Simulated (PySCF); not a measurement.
## Worked example: dipole moment from atomic charges

OZn, SMILES [O]=[Zn]. Atoms are numbered in the order given.

```xyz
2

Zn     0.0000     0.0000    -0.3580
O      0.0000     0.0000     1.3427
```

Coordinates come from a PBE0-D3(BJ)/def2-TZVPD optimisation.

Charges (e) from B3LYP/def2-TZVPD run with PySCF:

| atom | IAO | ESP fit |
|---|---|---|
| Zn1 | 1.136 | 0.732 |
| O2 | -1.136 | -0.732 |

The dipole moment of the full density is 5.73 D.

Problem. What dipole moment does each set of point charges give, and which comes closer to that of the density?

Solution. 
μ = Σ q r, and 1 e Å = 4.8032 D.
IAO: Σ q r = (0.000, 0.000, -1.932) e Å, |μ| = 9.28 D.
ESP fit: Σ q r = (0.000, 0.000, -1.245) e Å, |μ| = 5.98 D.
ESP fit comes closer in size. Point charges leave out the atoms' own dipoles (lone pairs, polarised bonds); fits to the potential absorb them, partitions of the density don't.
